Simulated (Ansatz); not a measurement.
`B[O][AlH][CH3]` + `N=C=O` → `[CH3][AlH][N]=C=O` + `BO` at 500 K and 1 bar (ligand exchange at the Al–O bond).

Program: Ansatz. Geometries: PBE0-D4/def2-TZVP. ΔE: electronic, gas phase. CCSD(T)/CBS adds triple-zeta CCSD(T) − MP2 to the extrapolated MP2 energy (def2 sets, frozen cores). This one scheme is used for every species. Each species was taken in one conformer, which may not be the lowest.

```csv
species,CCSD(T)/CBS energy (Eh),H − E (kJ/mol),S (J/(mol·K))
`B[O][AlH][CH3]`,-383.73557,223.3,412.1
`N=C=O`,-168.51995,77.7,264.2
`[CH3][AlH][N]=C=O`,-450.45557,191.6,426.5
`BO`,-101.80414,113.6,256.0
```

H − E and S are ideal-gas, rigid-rotor, harmonic terms from PBE0-D4/def2-TZVP, for one conformer and one mirror image of each species. 1 Eh = 2625.50 kJ/mol, R = 8.31446 J/(mol·K).

Task: By hand: ΔE, ΔH, ΔS and ΔG.

Result: ΔE = (-450.45557) + (-101.80414) − (-383.73557) − (-168.51995) = -0.00419 Eh = -11.0 kJ/mol. Δ(H − E) = 191.6 + 113.6 − 223.3 − 77.7 = 4.2, so ΔH = -6.8 kJ/mol. ΔS = 426.5 + 256.0 − 412.1 − 264.2 = 6.2 J/(mol·K). ΔG = -6.8 − 500 × (6.2)/1000 = -9.9 kJ/mol.

Task: By hand: the equilibrium constant, and the temperature at which ΔG would vanish if ΔH and ΔS stayed fixed.

Result: log₁₀ K = −ΔG/(RT ln 10) = 1.0. ΔH and −TΔS have one sign here, so there is no such temperature.

TΔS isn't small against ΔH here. A doubt of 5 kJ/mol in ΔE shifts log₁₀ K by 0.5 here. Other conformers and mirror images would add mixing entropy, several J/(mol·K) or more a flexible species. Modes under 60 cm⁻¹, often nearly free rotors, make the harmonic entropy too high. These are equilibria of isolated gas molecules and say nothing of rates. Largest T1 diagnostic: 0.018 (customary marks: 0.02 for closed shells, 0.045 for open ones).

ΔS is within the doubt of such terms, so its sign, and with it that verdict, could turn.
